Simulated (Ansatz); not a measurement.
ClH₄InO₂Si, SMILES `[OH][In]([Cl])[O][SiH3]` at its PBE0-D4/def2-TZVP geometry, where that method's forces vanish. The species carries charge 0 and has multiplicity 1. In takes the def2 core potential.

```xyz
9

O     2.4911   -0.2929   -0.3754
In    1.2447   -0.2212    1.1404
Cl    1.9246   -0.4318    3.3121
O    -0.6724    0.0401    0.7828
Si   -1.5488    0.2285   -0.5807
H     2.0283   -0.1870   -1.2123
H    -0.6666    0.1770   -1.7891
H    -2.5584   -0.8561   -0.7028
H    -2.2425    1.5435   -0.5750
```

(1) What forces (eV/Å) does r2SCAN-D4/def2-TZVPP give on these atoms in the Gaussian-basis code of Ansatz? (Estimate.)

Answers

(1) Computed: 
```
O1   0.163 -0.016 -0.061
In2  0.004 -0.004  0.034
Cl3  0.021 -0.006  0.067
O4  -0.121  0.012  0.069
Si5 -0.019  0.007 -0.083
H6  -0.053  0.009 -0.037
H7  -0.025  0.003  0.013
H8   0.019  0.027  0.001
H9   0.011 -0.031 -0.002
```
